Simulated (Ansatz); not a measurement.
Species: GeH$_{3}$, charge 0, doublet. GeH3 (SMILES [GeH3], doublet).
B3LYP-D3(BJ)/def2-TZVP minimum from Ansatz (a quantum-chemistry and plane-wave program):
```
Ge
H 1 1.5431
H 1 1.5431 2 110.72
H 1 1.5431 2 110.72 3 -123.21
```
Charge 0, spin multiplicity 2.

Total energies in hartree (Ansatz). UHF or UKS for unpaired electrons; spin-orbit terms are left out. Cores are frozen in correlated methods (noble-gas shells, and filled d and f shells in the p block). No relativity. Where a partner has so few electrons that a lower coupled-cluster level is exact, that level stands in.

```csv
species,HF/cc-pVTZ,CCSD(T)/cc-pVTZ,HF/cc-pVQZ,CCSD(T)/cc-pVQZ,CCSDT(Q)/cc-pVQZ
"1: GeH3 (SMILES [GeH3], doublet)",-2077.10825,-2077.24865,-2077.11207,-2077.25871,-2077.25950
2: Ge (triplet),-2075.36107,-2075.42794,-2075.36359,-2075.43284,-2075.43338
3: H (doublet),-0.49981,-0.49981,-0.49995,-0.49995,-0.49995
```

Q: Work out the atomisation energy (electronic, to ground-state atoms) in kcal/mol: take Hartree-Fock from cc-pVQZ, extrapolate the CCSD(T) correlation energy as X^-3 (X = 3, 4), and add CCSDT(Q) - CCSD(T) in cc-pVQZ. 1 hartree = 627.51 kcal/mol.

A: 
Species 1: correlation (64·(-0.14664) - 27·(-0.14040))/37 = -0.15119; step -0.00079; E1 = -2077.11207 + (-0.15119) + (-0.00079) = -2077.26405
Species 2: correlation (64·(-0.06925) - 27·(-0.06687))/37 = -0.07099; step -0.00054; E2 = -2075.36359 + (-0.07099) + (-0.00054) = -2075.43512
Species 3: correlation (64·(0.00000) - 27·(0.00000))/37 = 0.00000; step +0.00000; E3 = -0.49995 + (0.00000) + (+0.00000) = -0.49995
-1·E1 +1·E2 +3·E3 = 0.32908 hartree = 206.5 kcal/mol.
